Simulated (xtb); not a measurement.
xtb input:

```bash
xtb mol.xyz --gfn 2 --sp --chrg 0 --uhf 0
```
mol.xyz:
```
14

N      1.41882119    -1.71024573     0.06416364
Si     1.51905128     0.02161553     0.03527541
Si    -0.70833510     0.76272577    -0.06296020
N     -1.42948727     0.08132458     1.35250592
N     -1.61835401     0.18696417    -1.40991946
H      0.71303627    -2.13531359     0.64638624
H      2.24968526    -2.28098598     0.03235910
H      2.24769515     0.62155849     1.19767637
H      2.29649992     0.41655239    -1.16824523
H     -0.78525246     2.24623340    -0.19834099
H     -0.94192929     0.10596383     2.23494908
H     -2.42818653     0.15057211     1.48540411
H     -1.72405505     0.77536920    -2.22117910
H     -1.57437894    -0.78702915    -1.66867322
```

What final total energy does it print?

-16.84086 Eh (GFN2-xTB).
